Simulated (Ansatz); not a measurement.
Reaction (ligand exchange at a Ti–Se bond): `[F][Ti]([F])([Cl])[SeH]` + H₂S → `[F][Ti]([F])([SH])[Cl]` + H₂Se

Gas-phase electronic energies from Ansatz, PBE0-D4/def2-TZVP geometries. CBS: MP2 limit from def2 TZ/QZ plus the TZ coupled-cluster correction, frozen cores. This one scheme is used for every species. Functionals use def2-TZVPP. For Se, Ti outer-core shells are correlated without core-valence functions, which leaves a few kJ/mol of doubt a bond. Scalar relativity is left out up to krypton. Each species was taken in one conformer, which may not be the lowest.

(1) Is it downhill or uphill in electronic energy at CCSD(T)/CBS, and by how much? (An estimate is asked.)

(2) What do these levels give: ωB97M-V, B2PLYP, BLYP, CAM-B3LYP, LC-ωPBE, RPA@PBE/def2-TZVPP, CCSD/def2-SVP, MP2/def2-TZVPP, SCS-MP2/def2-TZVPP, CCSD/def2-TZVPP, MP2/CBS(def2), CCSD/CBS(def2)? (An estimate is asked.)

(3) What do rigid-rotor, harmonic-oscillator terms from PBE0-D4/def2-TZVP frequencies (298.15 K, 1 bar) make of the CCSD(T)/CBS value? (Estimate.)

Largest T1 diagnostic among the species: 0.025, so the coupled-cluster value is less sure than usual.

Answers

(1) The calculation gave: Uphill: ΔE = +9.3 kJ/mol.

(2) Ansatz gave: ωB97M-V 5.2, B2PLYP 9.0, BLYP 5.9, CAM-B3LYP 4.6, LC-ωPBE 4.3, RPA@PBE/def2-TZVPP 9.5, CCSD/def2-SVP 3.9, MP2/def2-TZVPP 11.3, SCS-MP2/def2-TZVPP 9.9, CCSD/def2-TZVPP 7.6, MP2/CBS(def2) 12.4, CCSD/CBS(def2) 8.6 kJ/mol.

(3) Ansatz gave: ΔZPE = -1.1 kJ/mol, ΔH = +7.5 kJ/mol, ΔS = 0 J/(mol·K), ΔG = +7.6 kJ/mol.

In def2-TZVPP, CCSD(T) changes the Hartree–Fock value by +3.3 kJ/mol (the triples alone add +0.8 kJ/mol) and MP2 by +6.3 kJ/mol. At CCSD(T), def2-SVP lies −4.6 kJ/mol from the extrapolated value and def2-TZVPP −1.0 kJ/mol.
